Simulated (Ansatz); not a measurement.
Input file for Ansatz (a program for electronic structure): U-B3LYP/def2-TZVPP on Cl (SMILES [Cl]).

Ansatz 0.2 input:
```yaml
crystal:
  periodic: [false, false, false]
  atoms:
    - {symbol: Cl, position_ang: [0.00000000, 0.00000000, 0.00000000]}
basis:
  gaussian:
    orbitals: def2-TZVPP
hamiltonian:
  xc: {name: B3LYP}
magnetization: {spin_polarized: true, initial_magnetization: 1}
```

Output:

```
WARN ansatz: RAYON_NUM_THREADS=4 ignored (pool sized by the plan → 4); use --threads N
Functional definition: B3LYP
integrals: 0.00 GiB planned
313 factors; their error is unknown
mean field: 0.14 GiB planned
mean field evaluation 1: about -12521.6514 eV, gradient 4.8e0 eV
mean field evaluation 2: about -12521.7447 eV, gradient 1.9e0 eV
mean field evaluation 4: about -12521.7571 eV, gradient 6.2e-2 eV
mean field evaluation 8: about -12521.7820 eV, gradient 1.6e-3 eV
mean field -12521.78196333 eV, -460.1669995836 hartree, gradient 6.0e-6 eV, S^2 0.753092; 0 other end points of the search recorded, 0 dependent functions left out
reference -12521.78211825 eV, -460.1670052771 hartree; 9, 8 occupied and 33, 34 virtual orbitals, 313 factors
Total energy: -12521.78211825 eV, -460.1670052771 hartree
```

The run converged.

Cost: roughly 0.5 core-seconds.
